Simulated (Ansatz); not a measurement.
Cost and result up the ladder for K₃H₃ (6 atoms). Charge 0, multiplicity 1. Geometry: PBE-D4/def2-TZVP.

Cartesian coordinates in Å:
```
K -1.924 0.197 1.969
K 1.510 0.611 0.356
K -0.344 -1.115 -2.506
H 0.268 1.094 2.501
H 1.858 -0.225 -2.001
H -1.368 -0.562 -0.321
```

Ansatz on 4 threads of Arm Neoverse V2 on a shared host. Times are rough, and most runs start from the orbitals of an earlier one. PBE0-D4/def2-TZVP serves as the yardstick here, not as an exact answer. Binding counts from free atoms at the same level (K doublet, H doublet; other spins of the atoms weren't run), without zero-point energy or a counterpoise term.

Correlated methods freeze 15 core orbitals; core or outer-core shells of K are correlated, in sets that lack core-valence functions. Another isomer (singlet) lies 0.06 eV lower at PBE0-D4/def2-TZVP; other spin states weren't run for this one.

Correlated methods converge slowly with the basis.

```json
{"level": "PBE-D4/def2-TZVP (with forces)", "functions": "117", "wall time": "1.4 s"}
{"level": "PBE0-D4/def2-TZVP", "functions": "117", "wall time": "1.5 s"}
{"level": "BLYP-D4/def2-TZVP", "functions": "117", "wall time": "1.6 s"}
{"level": "r2SCAN-D4/def2-TZVP", "functions": "117", "wall time": "2.6 s"}
{"level": "CCSD(T)/def2-TZVPP", "functions": "141", "wall time": "12 s"}
```

**Question.** Estimate what each level gives for the binding energy per atom (eV).

**Answer.** 
```json
{"level": "PBE-D4/def2-TZVP (with forces)", "binding energy per atom (eV)": "1.36", "difference from PBE0-D4/def2-TZVP (eV)": "0.01"}
{"level": "PBE0-D4/def2-TZVP", "binding energy per atom (eV)": "1.35", "difference from PBE0-D4/def2-TZVP (eV)": "0.00"}
{"level": "BLYP-D4/def2-TZVP", "binding energy per atom (eV)": "1.42", "difference from PBE0-D4/def2-TZVP (eV)": "0.07"}
{"level": "r2SCAN-D4/def2-TZVP", "binding energy per atom (eV)": "1.40", "difference from PBE0-D4/def2-TZVP (eV)": "0.05"}
{"level": "CCSD(T)/def2-TZVPP", "binding energy per atom (eV)": "1.35", "difference from PBE0-D4/def2-TZVP (eV)": "0.00"}
```
